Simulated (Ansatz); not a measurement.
Steps of a relaxation of C3H6BN (`BNC=C=C`) with RKS PBE-D4/def2-SVP.

```sh
$ ansatz run in.yaml --threads 2 --pin off --events-out ev --progress --plain --max-ram 4352MiB
```

```yaml
crystal:
  periodic: [false, false, false]
  atoms:
    - {symbol: B, position_ang: [-0.614100, 1.501200, 1.744500]}
    - {symbol: N, position_ang: [-0.126600, 0.340700, 0.969500]}
    - {symbol: C, position_ang: [-0.209700, 0.293300, -0.471000]}
    - {symbol: C, position_ang: [0.363100, -0.734000, -1.101900]}
    - {symbol: C, position_ang: [0.756300, -1.786800, -1.755300]}
    - {symbol: H, position_ang: [-0.608500, 1.584900, 2.911200]}
    - {symbol: H, position_ang: [-1.110100, 2.462600, 1.156800]}
    - {symbol: H, position_ang: [0.328400, -0.430200, 1.508300]}
    - {symbol: H, position_ang: [-0.600500, 1.127900, -0.980100]}
    - {symbol: H, position_ang: [0.712800, -1.811200, -2.794200]}
    - {symbol: H, position_ang: [1.174200, -2.605400, -1.167100]}
basis:
  gaussian: {orbitals: def2-SVP}
hamiltonian: {xc: pbe, dispersion: d4}
relax: {f_tol: 0.03, max_steps: 200}
```

Positions (Å) and forces (eV/Å) along the path, 11 of 11 steps:

```xyz
11
step=1 energy=-5359.7932 eV
B    -0.614    1.501    1.744    0.365   -0.713   -2.038
N    -0.127    0.341    0.970    0.418    3.082    0.578
C    -0.210    0.293   -0.471    0.874   -1.687    3.391
C     0.363   -0.734   -1.102   -0.561    0.864    0.050
C     0.756   -1.787   -1.755    0.640   -0.796    1.316
H    -0.609    1.585    2.911    0.192   -0.465    1.162
H    -1.110    2.463    1.157    0.129   -0.400   -0.176
H     0.328   -0.430    1.508   -0.338    0.356   -0.931
H    -0.601    1.128   -0.980   -2.178    1.049   -0.596
H     0.713   -1.811   -2.794    1.744    0.218   -2.803
H     1.174   -2.605   -1.167   -1.284   -1.509    0.049
11
step=2 energy=-5361.1697 eV
B    -0.603    1.524    1.739    0.480   -0.327   -0.936
N    -0.029    0.437    0.978   -0.154    1.522    0.334
C    -0.213    0.287   -0.430    0.803   -0.869    1.172
C     0.360   -0.737   -1.092   -0.477    0.507   -0.094
C     0.773   -1.797   -1.763    0.160   -0.225    0.551
H    -0.599    1.556    2.935    0.148   -0.321    0.422
H    -1.112    2.456    1.138    0.009   -0.171   -0.120
H     0.330   -0.394    1.492   -0.061    0.531   -0.646
H    -0.753    1.085   -0.957   -1.133   -0.323    0.246
H     0.897   -1.759   -2.851    1.479    0.085   -0.213
H     1.015   -2.714   -1.168   -1.254   -0.410   -0.716
11
step=3 energy=-5361.8931 eV
B    -0.580    1.546    1.731    0.201   -0.051   -0.185
N     0.009    0.493    0.980   -0.054    0.525    0.054
C    -0.201    0.286   -0.406    0.161   -0.552   -0.023
C     0.353   -0.736   -1.088   -0.326    0.291   -0.095
C     0.762   -1.804   -1.767    0.256    0.183    0.104
H    -0.581    1.535    2.943    0.153   -0.160    0.039
H    -1.117    2.453    1.125   -0.020   -0.019   -0.079
H     0.354   -0.350    1.473    0.107    0.491   -0.313
H    -0.880    1.014   -0.920   -0.316   -0.702    0.507
H     1.089   -1.713   -2.842    0.815   -0.130    0.918
H     0.857   -2.779   -1.207   -0.978    0.124   -0.927
11
step=4 energy=-5362.3961 eV
B    -0.569    1.562    1.723    0.058    0.084    0.020
N     0.024    0.524    0.974   -0.105    0.043   -0.060
C    -0.227    0.259   -0.392    0.192   -0.337   -0.215
C     0.346   -0.734   -1.087   -0.182    0.122   -0.103
C     0.791   -1.788   -1.763   -0.099   -0.112    0.237
H    -0.555    1.526    2.939    0.172   -0.037   -0.044
H    -1.120    2.460    1.118   -0.064    0.000   -0.033
H     0.407   -0.298    1.461    0.168    0.317   -0.101
H    -0.970    0.931   -0.882   -0.151   -0.506    0.328
H     1.258   -1.683   -2.781    0.477   -0.161    0.890
H     0.680   -2.816   -1.292   -0.467    0.588   -0.919
11
step=5 energy=-5362.7195 eV
B    -0.563    1.573    1.719    0.022    0.056   -0.027
N     0.025    0.536    0.968   -0.106   -0.094   -0.050
C    -0.235    0.246   -0.391   -0.033   -0.214   -0.029
C     0.333   -0.734   -1.092   -0.107    0.064   -0.045
C     0.778   -1.780   -1.767    0.168   -0.249    0.007
H    -0.514    1.533    2.933    0.165    0.029   -0.034
H    -1.136    2.460    1.117   -0.072   -0.026    0.007
H     0.461   -0.256    1.455    0.155    0.218   -0.047
H    -1.043    0.854   -0.846   -0.029   -0.197    0.117
H     1.426   -1.671   -2.682    0.002   -0.182    0.803
H     0.533   -2.818   -1.393   -0.165    0.594   -0.702
11
step=6 energy=-5362.8973 eV
B    -0.560    1.596    1.697    0.231   -0.188    0.432
N    -0.022    0.524    0.960   -0.306   -0.045   -0.236
C    -0.298    0.207   -0.388    0.191   -0.086   -0.029
C     0.303   -0.756   -1.078   -0.148    0.040   -0.061
C     0.801   -1.776   -1.750    0.102   -0.319   -0.124
H    -0.372    1.538    2.904   -0.001    0.209   -0.117
H    -1.173    2.494    1.156   -0.045   -0.090   -0.086
H     0.461   -0.238    1.449    0.110    0.203   -0.012
H    -1.093    0.816   -0.856   -0.025   -0.085    0.051
H     1.576   -1.645   -2.553   -0.214   -0.170    0.616
H     0.443   -2.819   -1.519    0.106    0.532   -0.433
11
step=7 energy=-5363.0121 eV
B    -0.544    1.595    1.703   -0.011   -0.093    0.151
N    -0.067    0.497    0.968   -0.127   -0.048   -0.174
C    -0.337    0.181   -0.379    0.076    0.044    0.006
C     0.266   -0.779   -1.068   -0.082    0.004   -0.016
C     0.804   -1.774   -1.741    0.013   -0.163   -0.108
H    -0.287    1.618    2.890    0.061    0.108   -0.017
H    -1.205    2.451    1.149   -0.044   -0.037   -0.042
H     0.507   -0.215    1.426    0.092    0.015    0.106
H    -1.124    0.797   -0.848    0.047    0.037   -0.012
H     1.697   -1.634   -2.394   -0.218   -0.103    0.230
H     0.355   -2.793   -1.684    0.194    0.234   -0.125
11
step=8 energy=-5363.0370 eV
B    -0.571    1.576    1.716   -0.049    0.034   -0.006
N    -0.067    0.490    0.978    0.086   -0.155    0.016
C    -0.305    0.192   -0.378   -0.167    0.057    0.021
C     0.250   -0.792   -1.070   -0.022   -0.054    0.117
C     0.778   -1.790   -1.747    0.048   -0.008   -0.047
H    -0.194    1.716    2.865   -0.083   -0.047   -0.051
H    -1.361    2.329    1.173    0.083    0.011    0.016
H     0.551   -0.186    1.438    0.071    0.089   -0.042
H    -1.035    0.865   -0.860    0.048    0.052   -0.033
H     1.734   -1.676   -2.295   -0.082   -0.034    0.002
H     0.285   -2.781   -1.799    0.066    0.055    0.007
11
step=9 energy=-5363.0252 eV rejected
B    -0.587    1.552    1.718    0.067   -0.050   -0.038
N    -0.043    0.498    0.959   -0.119    0.429    0.144
C    -0.312    0.213   -0.392    0.266   -0.168    0.203
C     0.228   -0.812   -1.032    0.036   -0.021   -0.509
C     0.763   -1.794   -1.729   -0.101   -0.034    0.133
H    -0.288    1.627    2.891    0.048    0.042    0.022
H    -1.325    2.346    1.168   -0.081   -0.033    0.006
H     0.641   -0.129    1.392   -0.077   -0.117   -0.023
H    -1.005    0.910   -0.893   -0.057   -0.061    0.057
H     1.686   -1.666   -2.327    0.018    0.008    0.089
H     0.306   -2.802   -1.735    0.001    0.005   -0.083
11
step=10 energy=-5363.0466 eV
B    -0.580    1.568    1.717    0.003    0.000   -0.012
N    -0.051    0.498    0.973   -0.011    0.025    0.008
C    -0.305    0.198   -0.378    0.012   -0.002   -0.003
C     0.237   -0.805   -1.056    0.007   -0.006   -0.024
C     0.769   -1.795   -1.742   -0.018   -0.001    0.007
H    -0.242    1.680    2.878   -0.016    0.006   -0.002
H    -1.348    2.334    1.168   -0.005    0.005    0.005
H     0.596   -0.154    1.425    0.034   -0.030   -0.008
H    -1.015    0.886   -0.869    0.001   -0.014    0.012
H     1.711   -1.673   -2.310   -0.013   -0.002    0.026
H     0.295   -2.794   -1.784    0.007    0.018   -0.010
11
step=11 energy=-5363.0471 eV
B    -0.584    1.565    1.718   -0.005    0.000   -0.015
N    -0.042    0.504    0.970   -0.001   -0.002    0.025
C    -0.297    0.202   -0.380    0.004   -0.001   -0.005
C     0.238   -0.803   -1.058    0.001   -0.003   -0.005
C     0.765   -1.798   -1.741   -0.002    0.003    0.002
H    -0.251    1.677    2.881   -0.004    0.001    0.000
H    -1.361    2.324    1.171    0.001    0.000    0.002
H     0.612   -0.145    1.418    0.012   -0.006   -0.007
H    -1.008    0.891   -0.870   -0.004    0.006    0.000
H     1.710   -1.682   -2.303   -0.004   -0.001    0.004
H     0.283   -2.792   -1.786    0.002    0.001   -0.001
```

Hardware: 2 threads of an Arm Neoverse V2 on a shared host. Wall time 21 s, peak host memory 0.18 GiB.
